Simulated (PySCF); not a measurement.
# Spin states of Sr₂⁺

Unrestricted PBE0; basis Sr def2-SVP with ECP28; scalar-relativistic core potentials; PySCF 2.14. Outer shells of the fragments: Sr+ 5s1; Sr 5s2.

Followed along the bond (rough minima from three points):

| 2Ms+1 | unpaired | ⟨S²⟩ at the start | R at minimum (Å) | Te (eV) |
| --- | --- | --- | --- | --- |
| 2 | σ ↑ | 0.79 | 4.25 | 0.00 |
| 2 | π ↑ | 0.77 | 3.58 | 0.71 |
| 4 | σ ↑↑, π ↑ | 3.75 | 3.99 | 1.55 |
| 2 | δ ↑ | 0.76 | 3.83 | 1.55 |
| 4 | σ ↑, π ↑↑ | 3.75 | none in the scan | ≤ 1.69 |

Solutions found at the starting distance of 3.520 Å, counted from the lowest of them; the search is not exhaustive and high or unbound solutions are not listed, so other states can lie among these:

| 2Ms+1 | unpaired | term | E (eV) | ⟨S²⟩ | ⟨Lz²⟩ |
| --- | --- | --- | --- | --- | --- |
| 2 | σ ↑ | ²Σ⁺ | 0.00 | 0.79 | 0.00 |
| 2 | π ↑ | ²Π | 0.28 | 0.77 | 1.03 |
| 2 | δ ↑ | ²Δ | 1.22 | 0.76 | 4.00 |
| 4 | σ ↑↑, π ↑ | ⁴Π | 1.27 | 3.75 | 1.00 |
| 4 | σ ↑, π ↑↑ | ⁴Σ⁻ | 1.34 | 3.75 | 0.00 |
| 4 | σ ↑↑↑ | ⁴Σ⁺ | 1.69 | 3.75 | 0.00 |
| 2 | σ ↑↑, π ↓ | mixed | 1.83 | 1.75 | 1.05 |
| 2 | σ ↑, π ↑↓ | mixed | 1.95 | 1.75 | 2.03 |
| 2 | σ ↑ | mixed | 2.40 | 0.75 | 2.00 |
| 4 | σ ↑, π ↑, δ ↑ | mixed | 2.43 | 3.75 | 5.00 |

A term symbol is given only where ⟨S²⟩ and ⟨Lz²⟩ are close to those of a pure state; real π, δ and φ orbitals otherwise mix terms, and g/u labels are left off.

Task: Compare the gap between the two lowest followed solutions at the starting distance with the gap between their minima.

Result: At PBE0 the second solution (doublet, unpaired electrons π ↑) lies +0.28 eV from the first (doublet, unpaired electrons σ ↑) at 3.520 Å and +0.71 eV at the minima; the two curves relax by different amounts, since their minima lie near 3.58 and 4.25 Å.

Spin–orbit coupling is left out.
